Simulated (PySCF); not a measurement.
First hyperpolarisability: `c1ccc(C#C)o1`, C$_{6}$H$_{4}$O

Geometry (Å), atoms numbered from 1 in this order:
```xyz
11

C     1.000   -2.838   -0.232
C     0.634   -1.695   -0.178
C     0.203   -0.360   -0.115
C    -1.065    0.153    0.014
C    -0.917    1.557    0.023
C     0.419    1.794   -0.100
O     1.105    0.647   -0.185
H     1.311   -3.838   -0.276
H    -1.973   -0.408    0.092
H    -1.696    2.286    0.109
H     0.984    2.705   -0.138
```

The calculation used PySCF, quadratic response wB97X-D/aug-cc-pVDZ first hyperpolarisability, Taylor convention, gas phase. Geometry: GFN2-xTB.

Problem. What is the first hyperpolarisability, and how does it disperse?

Solution. In au, Taylor convention; the vector part is βᵢ = ⅓ Σⱼ (βᵢⱼⱼ + βⱼᵢⱼ + βⱼⱼᵢ); β∥ is 3/5 of the vector part along the dipole, the dipole points from − to +:
```tsv
process	λ (nm)	β vector norm	β∥	β HRS	depolarisation ratio
static β(0;0,0)	∞	253.6	115.6	124.5	3.27
second harmonic β(−2ω;ω,ω)	1550	286.3	132.3	139.7	3.33
Pockels β(−ω;ω,0)	1550	263.8	120.8	–	–
second harmonic β(−2ω;ω,ω)	1064	331.9	155.7	160.7	3.41
Pockels β(−ω;ω,0)	1064	276.1	127.1	–	–
second harmonic β(−2ω;ω,ω)	694.3	527.2	255.6	249.4	3.68
Pockels β(−ω;ω,0)	694.3	311.8	145.3	–	–
```

Problem. Which lowest excitations, dipole and polarisabilities go with it?

Solution. S1 5.16 eV (f = 0.387); S2 5.52 eV (f = 0.000); S3 5.93 eV (f = 0.012); dipole 1.05 D; isotropic α 75.3 au static, 75.8 au at 1550 nm, 76.5 au at 1064 nm, 77.6 au at 775 nm, 78.3 au at 694.3 nm, 80.7 au at 532 nm, 92.1 au at 347.1 nm.
